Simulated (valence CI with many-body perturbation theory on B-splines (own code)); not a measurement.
**Yb55+: magnetic and hyperfine properties of the levels**

Computed by configuration interaction combined with many-body perturbation theory (CI+MBPT): five valence electrons over a frozen Dirac-Fock core [Ne], radial functions for each j: 11 s, 11 p, 10 d, 8 f, 5 g, 2 h, with the one-electron correlation potential Σ1, the two-electron term Σ2, the three-electron term Σ3, Breit, model QED; selected CI, second order for the rest, scaled by the run's own slope (own B-spline code, finite nucleus).

No measured spectrum was set against this ion. As an estimate, large intervals hold to a few tenths of a per cent, small ones and those within an open d or f shell to about a per cent. Among the levels kept, up to 3000 cm⁻¹ of a level comes from second order outside the variational space, and about a tenth of that is noise between levels of different J, which matters for small intervals.

A/g_I is the dipole constant over the nuclear g factor μ/I (μ in nuclear magnetons, uniformly magnetised nucleus), B/Q the quadrupole constant per barn. Both hold the static response of the core; the bare values leave it out. Large factors of s and p1/2 electrons are usually good to 5 to 10 %; those of open d and f shells near neutrality can be off by tens of per cent, and small factors of p3/2, d and f electrons come from cancelling terms and can be off by a factor of two or in sign, in half-filled shells by more. B is blank for J = 1/2, where it vanishes, and for nearly pure S terms. Energies count from the lowest level.

Levels are named by their leading jj configuration (3d3/2^4 stands for four electrons in 3d with j = 3/2), which in mixed levels can hold well under half, so a name can repeat and another be missing. Letters in brackets count levels of one name in rising energy.

```
                             Level  E (eV)      g  A/g_I (MHz)  A/g_I bare  B/Q (MHz/b)  B/Q bare
        (3s^2 3p1/2^2 3p3/2) J=3/2    0.00  1.348       170000      170000       328000    324000
        (3s^2 3p1/2^2 3d3/2) J=3/2  213.73  0.778        91400       93800        53000     55000
        (3s^2 3p1/2 3p3/2^2) J=3/2  259.44  1.453       -73300      -68700        29200     28700
        (3s^2 3p1/2 3p3/2^2) J=5/2  270.56  1.188       425000      419000         -704      -687
        (3s^2 3p1/2 3p3/2^2) J=1/2  284.82  0.650      1420000     1400000                       
        (3s^2 3p1/2^2 3d5/2) J=5/2  288.06  1.199        43900       46300        42700     45100
        (3s 3p1/2^2 3p3/2^2) J=5/2  419.20  1.459       937000      921000        79900     78800
        (3s 3p1/2^2 3p3/2^2) J=3/2  447.34  1.148      -492000     -477000       -39900    -39200
        (3s 3p1/2^2 3p3/2^2) J=1/2  448.54  2.067      3810000     3730000                       
(3s^2 3p1/2 3p3/2 3d3/2) J=5/2 [a]  471.01  0.956       318000      315000       -36600    -34900
(3s^2 3p1/2 3p3/2 3d3/2) J=1/2 [a]  473.94  0.209       525000      519000                       
(3s^2 3p1/2 3p3/2 3d3/2) J=3/2 [a]  473.98  0.905       314000      312000      -205000   -203000
    (3s^2 3p1/2 3p3/2 3d3/2) J=7/2  482.50  1.027       315000      312000       354000    352000
(3s^2 3p1/2 3p3/2 3d3/2) J=5/2 [b]  509.99  1.167        53200       56100       338000    334000
(3s^2 3p1/2 3p3/2 3d3/2) J=1/2 [b]  518.97  1.666       982000      963000                       
(3s^2 3p1/2 3p3/2 3d3/2) J=3/2 [b]  519.21  1.224       -36000      -31000        15100     13900
(3s^2 3p1/2 3p3/2 3d5/2) J=7/2 [a]  533.93  1.303       -59100      -54600       369000    367000
(3s^2 3p1/2 3p3/2 3d5/2) J=3/2 [a]  544.78  1.341      -203000     -195000      -126000   -123000
              (3s^2 3p3/2^3) J=3/2  545.99  1.301       179000      178000      -356000   -351000
    (3s^2 3p1/2 3p3/2 3d5/2) J=9/2  546.06  1.184       235000      233000       362000    360000
(3s^2 3p1/2 3p3/2 3d5/2) J=5/2 [a]  548.29  1.123       306000      303000      -243000   -239000
(3s^2 3p1/2 3p3/2 3d5/2) J=5/2 [b]  568.41  1.268       -49300      -45300        29300     30300
(3s^2 3p1/2 3p3/2 3d5/2) J=7/2 [b]  568.88  1.119       269000      266000         7640      9550
(3s^2 3p1/2 3p3/2 3d5/2) J=3/2 [b]  576.93  0.930       419000      413000        37400     37600
    (3s^2 3p1/2 3p3/2 3d5/2) J=1/2  580.54  1.230      -423000     -410000                       
(3s 3p1/2^2 3p3/2 3d3/2) J=5/2 [a]  628.45  1.265       735000      724000       101000     98700
(3s 3p1/2^2 3p3/2 3d3/2) J=3/2 [a]  630.51  1.266       420000      416000         2020       628
(3s 3p1/2^2 3p3/2 3d3/2) J=1/2 [a]  632.40  2.407      2240000     2200000                       
    (3s 3p1/2^2 3p3/2 3d3/2) J=7/2  637.96  1.259       701000      691000       338000    335000
(3s 3p1/2^2 3p3/2 3d3/2) J=3/2 [b]  655.20  1.003       349000      345000      -178000   -175000
(3s 3p1/2^2 3p3/2 3d3/2) J=5/2 [b]  666.62  0.876      -169000     -162000       199000    198000
(3s 3p1/2^2 3p3/2 3d3/2) J=1/2 [b]  670.51  0.558       706000      693000                       
      (3s 3p1/2 3p3/2^3) J=3/2 [a]  689.91  1.486       726000      715000      -297000   -293000
    (3s 3p1/2^2 3p3/2 3d5/2) J=9/2  691.97  1.352       553000      546000       356000    354000
        (3s^2 3p1/2 3d3/2^2) J=5/2  697.33  0.777       265000      263000        76400     76000
          (3s 3p1/2 3p3/2^3) J=5/2  706.38  1.291      1120000     1100000      -382000   -376000
(3s 3p1/2^2 3p3/2 3d5/2) J=5/2 [a]  707.33  1.379       810000      797000      -178000   -176000
(3s 3p1/2^2 3p3/2 3d5/2) J=7/2 [a]  714.92  1.256       388000      384000       187000    187000
(3s 3p1/2^2 3p3/2 3d5/2) J=3/2 [a]  716.47  1.135      -394000     -381000      -169000   -167000
          (3s 3p1/2 3p3/2^3) J=1/2  725.33  1.370     -1130000    -1100000
```

**Question.** Take the isotope of mass number 171, with I = 1/2, μ = 0.4923 μN. What is the hyperfine structure of (3s^2 3p1/2^2 3d5/2) J=5/2?

**Answer.** From the table A = 43200 MHz. Shifts from the centre of gravity in MHz: F = 2: -75600, F = 3: 54000.
